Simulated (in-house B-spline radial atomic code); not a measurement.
Atomic self-consistent-field run: Ge¹³⁺. Method: scalar-relativistic (X2C) SCAN, spin-polarised, spherical fractional occupations, Fermi nucleus of rms radius 4.0742 fm. Calculated with a radial B-spline atomic code at the basis-set limit.

Command:
```bash
python run_scf.py task.json out
```
Settings (nuclear radius in fm, mass in u):
```
Z                32
configuration    [Ar] 3d1
hamiltonian      x2c
method           scan,scan
spin_polarised   True
nucleus          fermi
rms_radius       4.0742
atomic_mass      73.92118
speed_of_light   137.035999084
```

Output (hartree, bohr):
```
 radial grid: 62 intervals, B-splines of order 8, outer radius 5.0365 bohr

 iter        energy (Eh)    residual
    1       -2022.591071    7.61e-02
    2       -2022.595511    1.70e-03
    3       -2022.595514    8.92e-04
    4       -2022.595514    4.67e-04
    5       -2022.595515    1.98e-05
    6       -2022.595515    2.05e-06
    7       -2022.595515    3.12e-07

 total energy                     -2022.59551
 kinetic                            2067.7946
 electron-nucleus                  -4586.5942
 Hartree                             563.2337
 exchange-correlation                -67.0297

 orbital      occ     eigenvalue          <r>       <r^2>       <1/r>       r_max
 1s up      1.000      -418.6498    0.0466418  0.00294071     33.0122     0.03029
 1s down    1.000      -418.6492    0.0466416  0.00294068     33.0123     0.03029
 2s up      1.000       -66.1837     0.208618   0.0513519     7.25649      0.1757
 2s down    1.000       -66.1011     0.208424   0.0512529      7.2639      0.1756
 2p up      3.000       -59.7209     0.182846   0.0408989     6.99408      0.1411
 2p down    3.000       -59.6605     0.182636   0.0407984     7.00045      0.1411
 3s up      1.000       -19.4695     0.560666    0.358001     2.59081      0.5131
 3s down    1.000       -19.3566     0.561925    0.359593     2.58163      0.5137
 3p up      3.000       -17.3874     0.558652    0.360158     2.46662      0.5046
 3p down    3.000       -17.2731     0.560122    0.361998     2.45741      0.5054
 3d up      1.000       -14.1924     0.524527    0.322626     2.29483      0.4306
```

Time taken, with all properties: 0.21 s on 1 thread of Arm Neoverse V2, on a shared host.

One-electron X2C: radii and densities carry no picture-change correction, so inner-shell <1/r> comes out high (for 1s by about 2 % at Z = 33, 5 % at 54, 10 % at 75, 30 % at 118) and <r> low.
